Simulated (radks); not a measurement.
Task: Mo+, configuration [Kr] 4d5 (the NIST ground configuration). Method: Dirac Kohn-Sham, LDA (Slater exchange, Perdew-Wang correlation), spin-unpolarised, spherical densities, finite nucleus; open shells are shared between the two j in proportion to 2j + 1; Fermi nuclear charge, rms radius 4.4091 fm; computed with a radial shooting solver on a logarithmic mesh with Libxc functionals.

Spin-orbit splittings of the eigenvalues, e(l+1/2) - e(l-1/2), with zeta = 2 splitting/(2l+1) and mean radii in bohr:

| shell | occ. | splitting (eV) | zeta (eV) | <r> j=l-1/2 | <r> j=l+1/2 |
|---|---|---|---|---|---|
| 2p | 6 | 106.4 | 70.92 | 0.1308 | 0.1354 |
| 3p | 6 | 17.53 | 11.69 | 0.4239 | 0.4345 |
| 3d | 10 | ? | ? | 0.4135 | 0.4170 |
| 4p | 6 | 2.521 | 1.681 | 1.216 | 1.248 |
| 4d | 5 | 0.2169 | 0.08675 | 1.882 | 1.904 |

Estimate the 3d splitting.

Result: 3.323 eV (zeta = 1.329 eV).
